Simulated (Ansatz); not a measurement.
AgH6NSi2 (`[SiH3][N]([SiH3])[Ag]`), relaxed with RKS PBE0-D4/def2-TZVP in Ansatz from a PBE-D4/def2-SVP geometry. The force threshold is 0.005 eV/Å; the program also tests the step.

Charge 0, multiplicity 1. Ag: def2 effective core potential.

Start:

```xyz
10

Si   -0.101   -0.082   -1.562
N     0.205    0.568    0.030
Si   -0.186   -0.213    1.542
Ag    1.739    1.930    0.129
H    -0.206    1.031   -2.577
H     0.954   -1.035   -2.082
H    -1.409   -0.839   -1.531
H    -0.350    0.811    2.639
H    -1.488   -0.963    1.375
H     0.842   -1.208    2.037
```

```json
{"step": "1", "energy (eV)": "-21335.7774", "largest force (eV/Å)": "0.646", "largest move (Å)": "0.000"}
{"step": "2", "energy (eV)": "-21335.8256", "largest force (eV/Å)": "0.440", "largest move (Å)": "0.035"}
{"step": "3", "energy (eV)": "-21335.8370", "largest force (eV/Å)": "0.070", "largest move (Å)": "0.016"}
{"step": "4", "energy (eV)": "-21335.8382", "largest force (eV/Å)": "0.056", "largest move (Å)": "0.018"}
{"step": "5", "energy (eV)": "-21335.8394", "largest force (eV/Å)": "0.043", "largest move (Å)": "0.034"}
{"step": "6", "energy (eV)": "-21335.8403", "largest force (eV/Å)": "0.006", "largest move (Å)": "0.031"}
{"step": "7", "energy (eV)": "-21335.8406", "largest force (eV/Å)": "0.016", "largest move (Å)": "0.048"}
{"step": "8", "energy (eV)": "-21335.8407", "largest force (eV/Å)": "0.029", "largest move (Å)": "0.020"}
{"step": "9", "energy (eV)": "-21335.8410", "largest force (eV/Å)": "0.015", "largest move (Å)": "0.014"}
{"step": "10", "energy (eV)": "-21335.8412", "largest force (eV/Å)": "0.020", "largest move (Å)": "0.050"}
{"step": "11", "energy (eV)": "-21335.8413", "largest force (eV/Å)": "0.014", "largest move (Å)": "0.033"}
{"step": "12", "energy (eV)": "-21335.8413", "largest force (eV/Å)": "0.012", "largest move (Å)": "0.015"}
{"step": "13", "energy (eV)": "-21335.8413", "largest force (eV/Å)": "0.013", "largest move (Å)": "0.014"}
{"step": "14", "energy (eV)": "-21335.8413", "largest force (eV/Å)": "0.010", "largest move (Å)": "0.007"}
{"step": "15", "energy (eV)": "-21335.8414", "largest force (eV/Å)": "0.003", "largest move (Å)": "0.002"}
```

End:

```xyz
10

Si   -0.114   -0.073   -1.545
N     0.323    0.420    0.027
Si   -0.198   -0.203    1.525
Ag    1.891    1.745    0.126
H    -0.363    1.098   -2.439
H     0.937   -0.885   -2.234
H    -1.357   -0.899   -1.498
H    -0.499    0.889    2.499
H    -1.435   -1.019    1.341
H     0.815   -1.072    2.200
```

Run time 51 s (4 threads of a server CPU on a shared host); peak host memory 0.51 GiB.
